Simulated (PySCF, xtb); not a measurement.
2,3-dihydro-1,4-oxaselenine (C4H6OSe), SMILES C1=C[Se]CCO1. One conformer was computed; it need not be the lowest.

Harmonic wavenumbers (cm⁻¹) from GFN2-xTB in xtb at its own minimum, in rising order: 135, 247, 279, 392, 438, 558, 573, 713, 726, 831, 853, 920, 985, 1012, 1079, 1133, 1185, 1201, 1244, 1280, 1331, 1416, 1456, 1652, 2885, 2960, 2971, 2994, 3047, 3098.

What does PBE-D3(BJ)/def2-SVP run with PySCF give at its own minimum? (Estimate from the structure and the level; the computed values follow.)

116, 262, 292, 428, 458, 574, 594, 681, 732, 826, 853, 925, 956, 992, 1072, 1143, 1180, 1225, 1274, 1307, 1348, 1379, 1417, 1632, 2959, 3011, 3032, 3083, 3116, 3157. Paired by order, the mean absolute difference is 29 cm⁻¹ and the zero-point energies are 56.6 and 57.2 kcal/mol.
